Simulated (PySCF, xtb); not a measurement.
Al(NH2)3 (AlH₆N₃), SMILES [NH2][Al]([NH2])[NH2].

GFN2-xTB in xtb at its own geometry gives an orbital gap of 4.33 eV and a dipole moment of 0.00 D.

The structure is a stationary point at B3LYP-D3(BJ)/def2-SVP. A frequency run showed that this geometry is not a minimum. Other conformers were not sampled.

Q: What does CAM-B3LYP/def2-TZVP in PySCF give? (The exact figures need the calculation; the answer reports its results.)

A: gap 9.19 eV (levels -8.13 and 1.06 eV), dipole 0.00 D.
